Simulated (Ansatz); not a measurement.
cis-[IrF2(NH3)4]+ (IrN4F2H12⁺), 19 atoms. Hardware: 4 threads of Arm Neoverse V1 on a shared host.

In the def2 sets Ir takes a core potential; there is no spin–orbit coupling. Correlated methods freeze 6 core orbitals; core or outer-core shells of Ir are correlated, in sets that lack core-valence functions.

**Question.** How many basis functions does each of these Ansatz runs have, and roughly what does it cost? PBE-D4/def2-SVP, charge 1 singlet, energy, from earlier orbitals; PBE0-D4/def2-TZVP, charge 0 doublet, energy, from earlier orbitals; PBE-D4/def2-TZVP, charge 0 doublet, energy, from earlier orbitals; MP2/def2-TZVP, charge 1 triplet, energy, from earlier orbitals; PBE0-D4/def2-TZVP, charge 1 triplet, energy, from earlier orbitals; CAM-B3LYP-D4/def2-TZVP, charge 1 triplet, energy, from earlier orbitals; PBE-D4/def2-TZVP, charge 2 doublet at the geometry of the charge 1 singlet, energy, from earlier orbitals; PBE with 40 % exact exchange/def2-SVP, charge 1 triplet, energy, from earlier orbitals; r2SCAN-D4/def2-TZVP, charge 0 doublet at the geometry of the charge 1 singlet, energy, from earlier orbitals; PBE-D4/def2-TZVP, charge 1 triplet, energy, from earlier orbitals; PBE with 40 % exact exchange/def2-SVP, charge 1 singlet, energy, from earlier orbitals; PBE0-D4/def2-TZVP, charge 0 doublet at the geometry of the charge 1 singlet, energy.

**Answer.** Other jobs shared the machine, so times can vary by a factor of up to 3. A dash marks memory too small to be measured apart from the calling script's.

```
                                                                                                         run  functions  fitting or Cholesky vectors  wall time  peak host memory (GiB)
                                            PBE-D4/def2-SVP, charge 1 singlet, energy, from earlier orbitals        176                         1974      2.9 s                       –
                      PBE with 40 % exact exchange/def2-SVP, charge 1 singlet, energy, from earlier orbitals        176                         2143      4.2 s                       –
                                           PBE-D4/def2-TZVP, charge 1 triplet, energy, from earlier orbitals        298                         1812      7.5 s                       –
                      PBE with 40 % exact exchange/def2-SVP, charge 1 triplet, energy, from earlier orbitals        176                         1772        8 s                       –
   PBE-D4/def2-TZVP, charge 2 doublet at the geometry of the charge 1 singlet, energy, from earlier orbitals        298                         1812      9.5 s                       –
                                           PBE-D4/def2-TZVP, charge 0 doublet, energy, from earlier orbitals        298                         1812       10 s                       –
                                          PBE0-D4/def2-TZVP, charge 1 triplet, energy, from earlier orbitals        298                         1871       18 s                     1.5
                         PBE0-D4/def2-TZVP, charge 0 doublet at the geometry of the charge 1 singlet, energy        298                         1871       19 s                     1.5
                                          PBE0-D4/def2-TZVP, charge 0 doublet, energy, from earlier orbitals        298                         1871       19 s                     1.5
                                     CAM-B3LYP-D4/def2-TZVP, charge 1 triplet, energy, from earlier orbitals        298                         1852       21 s                     1.7
                                              MP2/def2-TZVP, charge 1 triplet, energy, from earlier orbitals        298                         2174       22 s                     1.2
r2SCAN-D4/def2-TZVP, charge 0 doublet at the geometry of the charge 1 singlet, energy, from earlier orbitals        298                         1812       23 s                    0.71
```
